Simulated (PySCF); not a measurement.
**Two-component Hartree-Fock for Ne⁵⁺ (neon, charge +5)**

Start: [He] 2s2 2p1; 2p3/2 filled at m_j = +3/2. Calculated with PySCF 2.14 in an even-tempered Gaussian basis (18 s from 0.45 bohr⁻², ratio 2.4; 11 p from 0.58 bohr⁻², ratio 2.4; 5 d from 2.6 bohr⁻², ratio 2.6; 5 f from 3.9 bohr⁻², ratio 2.6): generalised Hartree-Fock with the X2C-1e Hamiltonian and a Gaussian nucleus; one run each with spin-orbit coupling (SO) screened by Boettger's factors, then bare. This is a chosen level, not necessarily the ground level.

| spinor shell | electrons | ε, screened SO (eV) | ε, bare SO (eV) | weight of nominal j (bare SO) | rms radius, bare SO (bohr) |
| --- | --- | --- | --- | --- | --- |
| 1s1/2 | 2 | -1057.3 | -1057.3 | 1.000 | 0.181 |
| 2s1/2 | 2 | -172.90 | -172.90 | 1.000 | 0.799 |
| 2p3/2 | 1 | -158.53 | -158.51 | 1.000 | 0.730 |

```tsv
quantity	screened SO	bare SO
E (hartree)	-116.04933	-116.04878
M_J	3/2	3/2
⟨J²⟩	3.751	3.751
⟨L²⟩	2.001	2.001
⟨S²⟩	0.751	0.751
```

Each row is a mean over spinors that exchange with the open shell spreads, by up to 7.140 eV (2s1/2).
